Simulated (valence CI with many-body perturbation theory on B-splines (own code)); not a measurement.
## E1 transitions of Ru XL

Method: configuration interaction combined with many-body perturbation theory (CI+MBPT): three valence electrons over a frozen Dirac-Fock core [He], a basis of 11 s, 11 p, 10 d, 8 f, 5 g, 2 h functions for each j, with the one-electron correlation potential Σ1, the two-electron term Σ2, the three-electron term Σ3, Breit, model QED; selected CI, second order for the rest, scaled by the run's own slope (own B-spline code, finite nucleus).

No measured spectrum was set against this ion. As an estimate, large intervals hold to a few tenths of a per cent, small ones and those within an open d or f shell to about a per cent.

Lines 51 to 100 of 550 in falling wavelength, among levels below 4772.2 eV, chosen from the strongest by gf and those to the six lowest levels. Wavelengths and rates use the calculated energies. Electric multipoles are in the length gauge with retardation, E1 and E2 with the static RPA response of the core. Weak lines are less certain than strong ones. Lines between different terms over intervals too small for the method are left out, as are lines whose strength nearly cancels. The highest levels of a list are the least certain.

Levels are named by their leading jj configuration (3d3/2^4 stands for four electrons in 3d with j = 3/2), which in mixed levels can hold well under half, so a name can repeat and another be missing. Letters in brackets count levels of one name in rising energy.

```
λ vac (nm)                          Upper                          Lower   A (s⁻¹)  S (a.u.)
     33.55     (2s 2p1/2 4p3/2) J=3/2 [b]            (2s 2p1/2 4s) J=3/2  2.18e+09  1.62e-01
     33.49     (2s 2p3/2 4p3/2) J=1/2 [b]            (2s 2p3/2 4s) J=1/2  4.71e+09  1.75e-01
     32.01     (2s 2p3/2 4p3/2) J=5/2 [a]            (2s 2p3/2 4s) J=5/2  2.94e+09  2.85e-01
     29.67  (2p1/2 2p3/2 3d5/2) J=7/2 [a]  (2p1/2 2p3/2 3p3/2) J=5/2 [a]  1.14e+09  1.18e-01
     29.35          (2p3/2^2 3d5/2) J=7/2          (2p3/2^2 3p3/2) J=5/2  1.26e+09  1.26e-01
     29.32         (2s 2p3/2 3d5/2) J=9/2         (2s 2p3/2 3p3/2) J=7/2  1.88e+09  2.34e-01
     29.10      (2p1/2 2p3/2 3d5/2) J=9/2      (2p1/2 2p3/2 3p3/2) J=7/2  2.25e+09  2.74e-01
     28.61          (2p3/2^2 3d5/2) J=9/2          (2p3/2^2 3p3/2) J=7/2  2.24e+09  2.59e-01
     28.19         (2s 2p1/2 3d5/2) J=7/2         (2s 2p1/2 3p3/2) J=5/2  2.14e+09  1.89e-01
     27.99          (2p1/2^2 3d5/2) J=5/2          (2p1/2^2 3p3/2) J=3/2  2.23e+09  1.45e-01
     27.53  (2p1/2 2p3/2 3d5/2) J=7/2 [c]  (2p1/2 2p3/2 3p3/2) J=5/2 [b]  2.23e+09  1.84e-01
     27.51      (2p3/2^2 3d5/2) J=5/2 [b]      (2p3/2^2 3p3/2) J=3/2 [b]  2.45e+09  1.51e-01
     25.92     (2s 2p3/2 3d5/2) J=7/2 [b]     (2s 2p3/2 3p3/2) J=5/2 [b]  2.35e+09  1.61e-01
     24.09             (2s^2 3d5/2) J=5/2             (2s^2 3p3/2) J=3/2  2.71e+09  1.12e-01
     23.96     (2s 2p1/2 3d5/2) J=5/2 [b]     (2s 2p1/2 3p3/2) J=3/2 [b]  2.95e+09  1.20e-01
     23.86     (2s 2p3/2 3d5/2) J=7/2 [a]     (2s 2p3/2 3p3/2) J=5/2 [a]  2.64e+09  1.42e-01
     18.22          (2p3/2^2 3p3/2) J=5/2             (2p3/2^2 3s) J=3/2  5.11e+09  9.14e-02
     17.84         (2s 2p3/2 3p3/2) J=3/2        (2s 2p3/2 3s) J=3/2 [a]  6.38e+09  7.14e-02
     17.79  (2p1/2 2p3/2 3d5/2) J=7/2 [a]      (2p1/2 2p3/2 3p1/2) J=5/2  3.33e+09  7.40e-02
     17.67      (2p1/2 2p3/2 3d3/2) J=5/2     (2s 2p3/2 3d3/2) J=3/2 [b]  4.25e+09  6.95e-02
     17.29  (2p1/2 2p3/2 3p3/2) J=5/2 [a]     (2p1/2 2p3/2 3s) J=3/2 [b]  4.64e+09  7.10e-02
     17.17      (2p1/2 2p3/2 3p3/2) J=7/2         (2p1/2 2p3/2 3s) J=5/2  1.41e+10  2.82e-01
     17.15         (2s 2p3/2 3d3/2) J=7/2         (2s 2p3/2 3p1/2) J=5/2  5.72e+09  1.14e-01
     17.07          (2p3/2^2 3p3/2) J=5/2             (2p3/2^2 3s) J=5/2  5.07e+09  7.48e-02
     16.99  (2p1/2 2p3/2 3d5/2) J=7/2 [b]      (2p1/2 2p3/2 3p1/2) J=5/2  4.66e+09  9.01e-02
     16.92          (2p3/2^2 3p3/2) J=7/2             (2p3/2^2 3s) J=5/2  1.17e+10  2.24e-01
     16.89      (2p3/2^2 3d3/2) J=3/2 [a]          (2p3/2^2 3p1/2) J=3/2  6.78e+09  6.45e-02
     16.83         (2s 2p1/2 3d3/2) J=5/2         (2s 2p1/2 3p1/2) J=3/2  6.40e+09  9.03e-02
     16.62          (2p3/2^2 3d3/2) J=7/2          (2p3/2^2 3p1/2) J=5/2  8.58e+09  1.56e-01
     16.54          (2p1/2^2 3d3/2) J=3/2          (2p1/2^2 3p1/2) J=1/2  9.33e+09  8.34e-02
     16.46      (2p3/2^2 3d3/2) J=3/2 [b]          (2p3/2^2 3p1/2) J=1/2  9.18e+09  8.08e-02
     16.33     (2s 2p1/2 3d3/2) J=3/2 [a]     (2s 2p1/2 3p1/2) J=1/2 [a]  8.44e+09  7.26e-02
     16.32     (2s 2p3/2 3p3/2) J=5/2 [b]        (2s 2p3/2 3s) J=3/2 [b]  8.54e+09  1.10e-01
     16.29     (2s 2p1/2 3p3/2) J=3/2 [b]        (2s 2p1/2 3s) J=1/2 [b]  7.71e+09  6.57e-02
     15.54         (2s 2p3/2 3p3/2) J=7/2            (2s 2p3/2 3s) J=5/2  1.37e+10  2.03e-01
     15.51  (2p1/2 2p3/2 3p3/2) J=5/2 [a]     (2p1/2 2p3/2 3s) J=3/2 [a]  9.64e+09  1.06e-01
     15.50          (2p1/2^2 3p3/2) J=3/2             (2p1/2^2 3s) J=1/2  1.86e+10  1.37e-01
     15.45      (2p3/2^2 3p3/2) J=3/2 [b]             (2p3/2^2 3s) J=1/2  1.66e+10  1.21e-01
     15.34     (2s 2p3/2 3p3/2) J=5/2 [a]        (2s 2p3/2 3s) J=3/2 [a]  8.19e+09  8.75e-02
     15.14  (2p1/2 2p3/2 3p3/2) J=5/2 [b]     (2p1/2 2p3/2 3s) J=3/2 [c]  1.31e+10  1.35e-01
     15.00             (2s^2 3p3/2) J=3/2                (2s^2 3s) J=1/2  1.15e+10  7.63e-02
     14.84         (2s 2p1/2 3p3/2) J=5/2            (2s 2p1/2 3s) J=3/2  1.86e+10  1.80e-01
     14.33  (2p1/2 2p3/2 3p3/2) J=5/2 [b]         (2p1/2 2p3/2 3s) J=5/2  7.21e+09  6.29e-02
     14.27     (2s 2p1/2 3p3/2) J=3/2 [a]        (2s 2p1/2 3s) J=1/2 [a]  1.86e+10  1.07e-01
     14.05      (2p1/2 2p3/2 3p1/2) J=5/2     (2s 2p3/2 3p1/2) J=3/2 [b]  6.97e+09  5.72e-02
     13.40  (2p1/2 2p3/2 3p3/2) J=3/2 [b]     (2p1/2 2p3/2 3s) J=3/2 [b]  1.26e+10  5.96e-02
     13.09     (2s 2p3/2 3p3/2) J=5/2 [a]            (2s 2p3/2 3s) J=5/2  9.23e+09  6.14e-02
     12.76      (2p3/2^2 3p3/2) J=3/2 [a]             (2p3/2^2 3s) J=3/2  2.63e+10  1.08e-01
     12.45         (2p1/2 2p3/2 3s) J=5/2        (2s 2p3/2 3s) J=3/2 [b]  1.08e+10  6.15e-02
     11.31         (2s 2p1/2 2p3/2) J=5/2             (2s^2 2p3/2) J=3/2  2.27e+09  9.71e-03
```
